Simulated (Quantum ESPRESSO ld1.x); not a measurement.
Question: All-electron atom: Ge+ in [Ar] 3d8.5 4s2 4p2.5 (fractional occupations, a model configuration). All-electron calculation, Dirac Kohn-Sham, relativistic LDA (MacDonald-Vosko exchange, VWN5 correlation), spin-unpolarised, spherical densities, point nucleus; open shells are shared between the two j in proportion to 2j + 1. Program: ld1.x of Quantum ESPRESSO 7.5. Some entries of the table are withheld. Estimate them.

orbital      occ.  eigenvalue (Ry)  <r^2> (bohr^2)  r(max) (bohr)
1s1/2           2              (1)        0.002992        0.03084
2s1/2           2         -102.553         0.05229         0.1767
2p1/2           2         -91.6258         0.04050            (2)
2p3/2           4         -89.3010         0.04199            (3)
3s1/2           2         -14.2060          0.4416         0.5412
3p1/2           2              (4)          0.4665         0.5343
3p3/2           4              (5)          0.4814         0.5426
3d3/2         3.4         -4.02868          0.5879            (6)
3d5/2         5.1         -3.98117          0.5950            (7)
4s1/2           2              (8)           3.992          1.601
4p1/2    0.833333         -1.06672           5.814          1.857
4p3/2     1.66667         -1.04124           5.993          1.887

Answer: 
(1) 1s1/2 eigenvalue (Ry): -803.404
(2) 2p1/2 r(max) (bohr): 0.1393
(3) 2p3/2 r(max) (bohr): 0.1423
(4) 3p1/2 eigenvalue (Ry): -10.5739
(5) 3p3/2 eigenvalue (Ry): -10.2492
(6) 3d3/2 r(max) (bohr): 0.4898
(7) 3d5/2 r(max) (bohr): 0.4924
(8) 4s1/2 eigenvalue (Ry): -1.78514
